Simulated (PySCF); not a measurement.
C₂H₃Cl₂FSi, SMILES FC([SiH3])=C(Cl)Cl. Atoms are numbered in the order given.

```xyz
9

F      1.9967     0.4537     0.0000
C      0.6552     0.5609     0.0000
Si    -0.0566     2.3211     0.0000
C     -0.0739    -0.5701     0.0000
Cl     0.6324    -2.1438     0.0000
Cl    -1.8088    -0.4938     0.0000
H     -0.8881     2.5354     1.2152
H     -0.8881     2.5354    -1.2152
H      1.1086     3.2449     0.0000
```
Charge 0, spin multiplicity 1.

The structure is a stationary point at B3LYP-D3(BJ)/def2-SVP. The structure was generated by enumeration, and PubChem lists no compound with its InChIKey, so it may never have been made.

These are TDDFT-PBE/def2-SVPD (PySCF) values and carry that method's errors.

Vertical excitations.  State labels are in the subgroup Cs.

```json
[
 {"state": "S1", "symmetry": "A\"", "energy (eV)": "5.14", "λ (nm)": "241", "f": "0.000", "main pairs": "HOMO→LUMO+1 99 %"},
 {"state": "S2", "symmetry": "A\"", "energy (eV)": "5.26", "λ (nm)": "236", "f": "0.000", "main pairs": "HOMO→LUMO+2 99 %"},
 {"state": "S3", "symmetry": "A'", "energy (eV)": "5.47", "λ (nm)": "227", "f": "0.231", "main pairs": "HOMO→LUMO 91 %"},
 {"state": "S4", "symmetry": "A\"", "energy (eV)": "5.98", "λ (nm)": "207", "f": "0.000", "main pairs": "HOMO−1→LUMO 98 %"},
 {"state": "S5", "symmetry": "A\"", "energy (eV)": "6.09", "λ (nm)": "204", "f": "0.004", "main pairs": "HOMO→LUMO+3 80 %, HOMO→LUMO+4 19 %"},
 {"state": "S6", "symmetry": "A\"", "energy (eV)": "6.16", "λ (nm)": "201", "f": "0.003", "main pairs": "HOMO→LUMO+4 80 %, HOMO→LUMO+3 18 %"},
 {"state": "S7", "symmetry": "A\"", "energy (eV)": "6.55", "λ (nm)": "189", "f": "0.002", "main pairs": "HOMO−3→LUMO 92 %"},
 {"state": "S8", "symmetry": "A'", "energy (eV)": "6.57", "λ (nm)": "189", "f": "0.023", "main pairs": "HOMO−2→LUMO 81 %, HOMO−1→LUMO+1 15 %"},
 {"state": "S9", "symmetry": "A\"", "energy (eV)": "6.82", "λ (nm)": "182", "f": "0.004", "main pairs": "HOMO→LUMO+5 97 %"},
 {"state": "S10", "symmetry": "A'", "energy (eV)": "6.89", "λ (nm)": "180", "f": "0.019", "main pairs": "HOMO−1→LUMO+2 80 %"},
 {"state": "T1", "symmetry": "A'", "energy (eV)": "3.62", "λ (nm)": "342", "f": "0", "main pairs": "HOMO→LUMO 98 %"},
 {"state": "T2", "symmetry": "A\"", "energy (eV)": "4.71", "λ (nm)": "264", "f": "0", "main pairs": "HOMO→LUMO+1 99 %"},
 {"state": "T3", "symmetry": "A\"", "energy (eV)": "4.92", "λ (nm)": "252", "f": "0", "main pairs": "HOMO→LUMO+2 99 %"},
 {"state": "T4", "symmetry": "A\"", "energy (eV)": "5.88", "λ (nm)": "211", "f": "0", "main pairs": "HOMO−1→LUMO 93 %"}
]
```
Triplets are in the Tamm–Dancoff approximation, which puts them higher than full response would, so one can lie above its singlet here.
